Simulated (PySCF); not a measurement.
Removing the step error of a finite difference

System: H$_{3}$ClMgSi (SMILES [SiH3][Mg][Cl]), singlet, at a GFN2-xTB geometry (such geometries of metal compounds can be far from the true shape). Level: HF/cc-pVDZ, polarisability in PySCF. Sums are taken with unrounded values, so a last digit can differ.

Second differences of the energy in a field along z gave a polarisability along z of 61.727 bohr³ at step 0.02 and 67.525 bohr³ at step 0.05 (atomic units).

Extrapolate to zero step.

The leading error of a symmetric difference goes as h², so A(h) = A0 + c h². Then c = (67.525 - (61.727))/(0.05² - 0.02²) = 2760 (atomic units) and A0 = 61.727 - c × 0.02² = 60.623 bohr³. The analytic value from the same program and level is 60.772 bohr³: the smaller step missed it by 0.956, the extrapolation by -0.149.
